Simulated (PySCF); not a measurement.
SiFCl3, SMILES F[Si](Cl)(Cl)Cl.

Geometry: B3LYP-D3(BJ)/def2-SVP.

Method: ωB97X/def2-TZVP (PySCF).

Symmetry labels are those of the subgroup Cs that the program uses (full group C3v).

Q: List the valence orbital energies around the gap with their symmetry. (The exact figures need the calculation; the answer reports its results.)

A: 
```csv
orbital,symmetry,energy (eV)
HOMO−7,A",-14.52
HOMO−6,A',-14.52
HOMO−5,A',-13.35
HOMO−4,A',-13.09
HOMO−3,A",-13.09
HOMO−2,A',-12.42
HOMO−1,A",-12.42
HOMO,A",-12.10
LUMO,A',1.62
LUMO+1,A',2.68
LUMO+2,A",3.32
LUMO+3,A',3.32
```
